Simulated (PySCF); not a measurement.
# A thermochemical cycle for ZnCl

PBE in PySCF with x2c-SVPall on every atom, spin-free X2C, for the lowest determinant that a PBE0 search found; no spin–orbit coupling. ZnCl, a doublet (σ ↑), has De = 2.05 eV to neutral atoms, and ZnCl⁺, a singlet (closed shell), has De = 2.77 eV to Zn⁺ + Cl.

The adiabatic ionisation energy of ZnCl, between the minima, is 8.88 eV.

Problem. Which ionisation energy of the Zn atom does this level give?

Solution. IE(Zn) = IE(molecule) + De(ion) − De(neutral) = 8.88 + 2.77 − 2.05 = 9.60 eV; the measured value is 9.394 eV (NIST ASD).

For an ion De counts to the pair picked by the measured ionisation energies or electron affinities, which need not be the lowest pair at this level. States were picked by a PBE0 search and need not be the measured ground states.
